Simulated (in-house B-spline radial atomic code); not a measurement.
# PBE0 excitations of Ge⁴⁺

Method: PBE0. Computed with a B-spline radial code for spherical atoms: linear response of the closed shell [Ar] 3d10 with the functional's adiabatic kernel; non-relativistic, point nucleus, no spin-orbit coupling, no double excitations, S, P, D and F terms only. Only terms of natural parity with L up to 3 were computed.

Without relativity these are model numbers for so heavy an element.

Command:
```bash
python run_td.py task.json out
```
Settings (radii: box in bohr, nucleus in fm):
```
Z                        32
electrons                28
configuration            [Ar] 3d10
hamiltonian              nr
method                   pbe0
box_radius               19.1
intervals                54
```

Run time, properties included: 0.7 s on 1 thread of Intel(R) Xeon(R) 6975P-C (Granite Rapids) (shared host).

The lowest states, in the order of their Tamm-Dancoff energies; the method's threshold (minus the highest occupied level) is 82.47 eV. Labels give the largest channel, * marks a mixed state, and oscillator strengths are full-response dipole values. Semilocal kernels can invert the small singlet-triplet splittings of Rydberg terms. Energies in eV:

| state | full response | Tamm-Dancoff | oscillator strength |
| --- | --- | --- | --- |
| 3d → 4s 3D | ? | ? | - |
| 3d → 4s 1D | 28.929 | 28.937 | - |
| 3d → 4p 3P | 38.84 | 38.86 | - |
| 3d → 4p 3F | 39.10 | 39.12 | - |
| 3d → 4p 1F | 39.54 | 39.54 | - |
| 3d → 4p 1P | 40.47 | 40.54 | 0.537 |
| 3d → 4d 3S | ? | ? | - |
| 3d → 4d 3D | 55.00 | 55.01 | - |
| 3d → 4d 1D | 55.51 | 55.52 | - |
| 3d → 5s 3D | 58.20 | 58.21 | - |
| 3d → 5s 1D | 58.37 | 58.37 | - |
| 3d → 4d 1S | 58.68 | 59.16 | - |
| 3d → 5p 3P | 61.83 | 61.83 | - |
| 3d → 5p 3F | 61.91 | 61.91 | - |
| 3d → 5p 1F | 62.03 | 62.03 | - |
| 3d → 5p 1P | 62.24 | 62.26 | 0.0546 |

Task: Where does 3d → 4s 3D lie?

Result: At 28.251 eV in full response, 28.271 eV in Tamm-Dancoff.

Task: Where does 3d → 4d 3S lie?

Result: At 54.16 eV in full response, 54.20 eV in Tamm-Dancoff.

Task: How large is the singlet-triplet splitting of 3d → 4s (D terms) in Tamm-Dancoff?

Result: 0.666 eV, from the unrounded values.

Task: What polarisabilities and dispersion coefficient does the method give?

Result: Dipole 0.8146 bohr³, quadrupole 1.193 bohr⁵, C6 1.548 hartree·bohr⁶ for two such species.
